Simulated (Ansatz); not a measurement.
Geometry optimisation, Ansatz 0.2.0, UHF/STO-3G.

input.yaml

```yaml
crystal:
  periodic: [false, false, false]
  atoms:
    - { symbol: O, position_ang: [-1.5909, -1.1693, 0.0534] }
    - { symbol: C, position_ang: [-0.4357, -1.0354, -0.1089] }
    - { symbol: Si, position_ang: [0.5473, -2.5581, -0.3215] }
    - { symbol: B, position_ang: [0.3399, 0.3797, -0.0907] }
    - { symbol: Si, position_ang: [-0.7598, 1.996, 0.1292] }
    - { symbol: O, position_ang: [0.293, 3.3726, 0.1185] }
    - { symbol: H, position_ang: [1.6879, -2.3093, -1.2694] }
    - { symbol: H, position_ang: [-0.2326, -3.6367, -0.8049] }
    - { symbol: H, position_ang: [1.1635, -2.9158, 1.0333] }
    - { symbol: H, position_ang: [1.4402, 0.4472, -0.1919] }
    - { symbol: H, position_ang: [-1.749, 2.1222, -0.9243] }
    - { symbol: H, position_ang: [-1.4519, 1.9627, 1.451] }
    - { symbol: H, position_ang: [0.7685, 3.3095, 0.941] }
magnetization:
  spin_polarized: true
basis:
  gaussian: { orbitals: STO-3G }
hamiltonian:
  xc: hf
relax:
  f_tol: 0.02
  max_steps: 40
```

Command:

```bash
$ ansatz run input.yaml --threads 1 --pin off --max-ram 2048MiB --backend cpu --events-out ev --progress --plain --runs-dir out
```

Q: Where does it end, and by what steps?

A: The forces met the threshold. Limits of this set-up: minimal basis. After 13 steps the energy has fallen by 1.372 eV; H10 moved furthest, 0.45 Å. The start is strongly strained (largest force component 10 eV/Å).

```csv
step,energy less start (eV),largest force component (eV/Å),accepted
0,0.0000,9.989,yes
1,-1.1787,3.244,yes
2,-1.2900,1.392,yes
3,-1.3522,0.487,yes
4,-1.3681,0.108,yes
5,-1.3699,0.063,yes
6,-1.3708,0.043,yes
7,-1.3714,0.048,yes
8,-1.3717,0.030,yes
9,-1.3720,0.020,yes
10,-1.3721,0.057,yes
11,-1.3716,0.094,no
12,-1.3723,0.023,yes
13,-1.3724,0.013,yes
```

```xyz
13
Properties=species:S:1:pos:R:3
O -1.715 -1.097 -0.139
C -0.379 -1.036 -0.121
Si 0.622 -2.615 -0.365
B 0.298 0.363 0.110
Si -0.762 2.025 0.186
O 0.177 3.428 0.058
H 1.546 -2.421 -1.430
H -0.234 -3.709 -0.670
H 1.347 -2.896 0.827
H 1.452 0.380 0.251
H -1.694 2.097 -0.887
H -1.487 2.045 1.416
H 0.849 3.399 0.779
```

Whether the end is a true minimum wasn't checked by a vibrational analysis.

Run time: 54 s on 1 thread of Arm Neoverse N1 (shared host), peak memory 0.13 GiB.
